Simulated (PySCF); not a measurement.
# How methods differ on the ionisation energy of Er³⁸⁺

Er³⁸⁺ [Ar] 3d10 4s2 → Er³⁹⁺ [Ar] 3d10 4s1 [4s1/2^1, M_J = 1/2], as a difference of total energies. Calculation: PySCF 2.14, in an even-tempered Gaussian basis (16 s from 4.3 bohr⁻², ratio 2.8; 13 p from 5.6 bohr⁻², ratio 2.8; 8 d from 10 bohr⁻², ratio 2.8; 4 f from 24 bohr⁻², ratio 3); the two-component X2C-1e Hamiltonian. Correlated levels: [Ne] frozen; the 72 highest virtual spinors dropped. "Screened" scales the spin-orbit matrix elements by Boettger's factors to mimic the two-electron term; Breit and QED terms are absent.

```tsv
method	ionisation energy (eV)
GHF (spin-free)	1790.9
GMP2 (spin-free)	1793.5
GHF (screened spin-orbit)	1790.7
GMP2 (screened spin-orbit)	1793.4
```

How much does correlation contribute at GMP2 (screened spin-orbit)?

1793.4 − (1790.7) = 2.7 eV, measured against GHF (screened spin-orbit).

Breit and QED terms and the two-electron picture change are absent.

For comparison: 1803 ± 4 eV (theoretical estimate listed by NIST; NIST Atomic Spectra Database, ionization energies).
